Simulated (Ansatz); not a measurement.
C$_{3}$H$_{5}$ClSi (`ClCC1=C[SiH2]1`), 10 atoms. Total charge 0; spin multiplicity 1. All runs use 4 threads of a server CPU on a shared host. Correlated methods freeze the cores.

Give the basis size and wall time and peak host memory of each of these runs in Ansatz. RKS PBE0-D4/def2-QZVPP energy; RHF-CCSD(T)/def2-TZVPP energy; RKS r2SCANh-D4/def2-TZVPP energy; RKS CAM-B3LYP-D4/def2-TZVPP energy; RKS PBE0-D4/def2-TZVPP energy; RKS ωB97M-V/def2-QZVPP energy; RHF-CCSD(T)/def2-SVP energy; RKS PBE0-D4/def2-TZVP frequencies; RKS PBE0-D4/def2-SVP energy; RKS ωB97M-V/def2-SVP energy; RHF-MP2/def2-QZVPP energy; RKS PBE0-D4/def2-TZVP relaxation (11 steps). (Estimate.)

Computed: Other jobs shared the machine, so times are rough.

```csv
level,job,functions,wall time,peak host memory (GiB)
RKS PBE0-D4/def2-SVP,energy,103,1.3 s,0.22
RKS PBE0-D4/def2-TZVPP,energy,247,3.3 s,0.64
RHF-CCSD(T)/def2-SVP,energy,103,3.4 s,0.45
RKS ωB97M-V/def2-SVP,energy,103,4.2 s,0.33
RKS CAM-B3LYP-D4/def2-TZVPP,energy,247,4.5 s,0.73
RKS r2SCANh-D4/def2-TZVPP,energy,247,5.5 s,0.67
RKS PBE0-D4/def2-QZVPP,energy,461,8.5 s,1.7
RKS ωB97M-V/def2-QZVPP,energy,461,17 s,2
RHF-MP2/def2-QZVPP,energy,461,22 s,2.7
RKS PBE0-D4/def2-TZVP,relaxation (11 steps),197,43 s,0.55
RHF-CCSD(T)/def2-TZVPP,energy,247,73 s,4.9
RKS PBE0-D4/def2-TZVP,frequencies,197,2.6 min,0.57
```
